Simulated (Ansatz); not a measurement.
Compare A (`FBOC[SiH3]`) with its isomer B (`CB(F)O[SiH3]`).

Computed with Ansatz on PBE0-D4/def2-TZVP structures; ΔE is electronic, products minus reactants. CBS: MP2 limit from def2 TZ/QZ plus the TZ coupled-cluster correction, frozen cores. DFT in def2-TZVPP. B3LYP here is the variant with VWN-RPA as its local correlation; programs differ in this. Each species was taken in one conformer, which may not be the lowest.

Task: Which is lower in electronic energy at CCSD(T)/CBS, and by how much? (An estimate is asked.)

Result: Computed: B, by 208.8 kJ/mol.

Task: Give E(B) − E(A) in kJ/mol with B2PLYP, r2SCAN-D4, PBE-D4, B3LYP, CCSD(T)/def2-TZVPP, B3LYP-D4, MP2/def2-TZVPP. (Best estimate.)

Result: Ansatz gave: B2PLYP -207.9, r2SCAN-D4 -208.2, PBE-D4 -191.3, B3LYP -203.8, CCSD(T)/def2-TZVPP -206.5, B3LYP-D4 -202.6, MP2/def2-TZVPP -213.9. None reverses the order clearly.

Largest T1 diagnostic: 0.013.

From PBE to PBE0 (25 % exact exchange), in def2-TZVPP and without D4, E(B) − E(A) moves by −9.4 kJ/mol. In def2-TZVPP, CCSD(T) changes the Hartree–Fock value by +13.7 kJ/mol (the triples alone add +3.0 kJ/mol) and MP2 by +6.4 kJ/mol.
